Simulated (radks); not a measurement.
Numerical settings for neutral phosphorus, [Ne] 3s2 3p3. Method: scalar-relativistic Kohn-Sham, PBEsol, spin-polarised, spherical densities, point nucleus; open shells are filled with parallel spins first; computed with a radial shooting solver on a logarithmic mesh with Libxc functionals. The defaults (mesh step 0.008 in ln r, mesh end at 40 bohr or more with all orbitals vanishing there, Anderson mixing 0.5 over 9 steps, residual threshold near 1e-9 with the energy settled to 1e-9 hartree or 1e-11 of itself, here a cap of 91 iterations) give E = -341.3811 hartree and 3p at -6.242 eV in 13 iterations. Run on one thread of a shared host, so times are rough (Arm Neoverse N1): 0.15 s of CPU time, 0.15 s wall, 13 iterations on 2597 mesh points. Changes against that run (0 stands for a change within the tolerance of the run):

setting                     iterations  converged  E (mhartree)  e(3p) (meV)  CPU (s)
mesh step in ln r 0.005             13        yes             0            0     0.23
mesh step in ln r 0.012             13        yes             0            0      0.1
mesh step in ln r 0.12               4         no      diverged            -     0.03
mesh end (bohr) 400                 13        yes             0            0     0.15
mesh end (bohr) 12                  13        yes      +0.00446       +0.572     0.14
residual threshold 0.1               8        yes             0      +0.0419     0.11
residual threshold 0.001             8        yes             0      +0.0419     0.11
mixing 0.2                          16        yes             0            0     0.18
linear mixing, mixing 0.05          91         no       +0.0199        -34.6     0.83
linear mixing, mixing 1             59        yes             0            0     0.51
mixing history 2                    18        yes             0            0     0.18
iteration cap 8                      8         no             0      +0.0187     0.09

No run marked as converged misses the energy by more than 1 mhartree. A mesh that ends early acts as a hard wall.
